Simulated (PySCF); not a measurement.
Computed IR spectrum (relative IR intensity) of a molecule C4H9FSi. The structure is a stationary point at PBE0-D3(BJ)/def2-SVP. Other conformers were not sampled. Computed with PBE0-D3(BJ)/def2-SVP (PySCF). Frequencies are harmonic and unscaled.

```csv
ν (cm⁻¹),relative intensity
422,6.0
529,4.5
649,22
691,23
833,6.3
875,2.2
913,99
923,52
930,25
952,28
1051,19
1089,3.0
1102,19
1191,16
1273,3.5
1297,10
1363,6.3
1468,4.6
1477,2.6
1748,7.5
2239,100
2250,54
3053,10
3055,15
3151,12
3157,9.9
3191,2.4
```

**Question.** Pick the molecule that these values belong to.
(A) CC/C=C(\F)[SiH3]
(B) C/C(=C\F)C[SiH3]
(C) C[SiH2]/C(C)=C/F
(D) C[Si@H]1C[C@H](F)C1

**Answer.** A, CC/C=C(\F)[SiH3]
